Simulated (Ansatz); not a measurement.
The same ligand exchange along the group O, S, Se.

Gas-phase electronic energies from Ansatz, PBE0-D4/def2-TZVP geometries. CCSD(T)/CBS adds triple-zeta CCSD(T) − MP2 to the extrapolated MP2 energy (def2 sets, frozen cores). This one scheme is used for every species. Functionals use def2-TZVPP. For As, Se outer-core shells are correlated without core-valence functions, which leaves a few kJ/mol of doubt a bond. Scalar relativity is left out up to krypton.

```csv
reaction,CCSD(T)/CBS(def2) (kJ/mol)
`CO[AsH2]` + NH₃ → `N[AsH2]` + CH₃OH,21
`CS[AsH2]` + NH₃ → `N[AsH2]` + CH₃SH,62
`C[Se][AsH2]` + NH₃ → `N[AsH2]` + `C[SeH]`,?
```

Fill in the missing values. (Estimate.)

Ansatz gave: `C[Se][AsH2]` + NH₃ → `N[AsH2]` + `C[SeH]`: +80.3 kJ/mol.

Largest T1 diagnostic: 0.012, for `CO[AsH2]`.
